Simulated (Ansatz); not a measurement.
FHInO (`[OH][In][F]`) radical. Charge 0, multiplicity 2. In takes the def2 core potential.

Cartesian coordinates in Å:
```
O 0.411 -1.035 -0.230
In -0.610 0.592 0.344
F 0.226 2.298 -0.135
H -0.027 -1.854 0.021
```

(1) What are the harmonic wavenumbers in cm⁻¹ at PBE0-D4/def2-TZVP (Ansatz, finite differences of forces, unscaled)? (Best estimate.)

(2) Is this a minimum?

(3) Give the ideal-gas thermochemistry at 298.15 K and 1 bar (rigid rotor, harmonic oscillator; point group Cs, symmetry number 1).

(4) And at 400, 500, 600, 800 and 1000 K?

(5) Rotational constants (cm⁻¹)?

Results:

(1) The calculation gave: 129, 262, 535, 566, 774, 3867.

(2) Yes, all 6 modes are real.

(3) Zero-point energy 36.7 kJ/mol; H(298) − E = 50.8 kJ/mol; entropy 304.4 J/(mol·K), of which translation 171.4, rotation 102.4, vibration 24.8, electronic 5.8; G(298) − E = -39.9 kJ/mol.

(4) 
```json
{"T (K)": "400", "H − E (kJ/mol)": "57.3", "S (J/mol/K)": "323.0", "G − E (kJ/mol)": "-71.9"}
{"T (K)": "500", "H − E (kJ/mol)": "64.1", "S (J/mol/K)": "338.0", "G − E (kJ/mol)": "-105.0"}
{"T (K)": "600", "H − E (kJ/mol)": "71.0", "S (J/mol/K)": "350.7", "G − E (kJ/mol)": "-139.4"}
{"T (K)": "800", "H − E (kJ/mol)": "85.3", "S (J/mol/K)": "371.2", "G − E (kJ/mol)": "-211.7"}
{"T (K)": "1000", "H − E (kJ/mol)": "100.0", "S (J/mol/K)": "387.6", "G − E (kJ/mol)": "-287.6"}
```

(5) 0.5509, 0.1626, 0.1255.
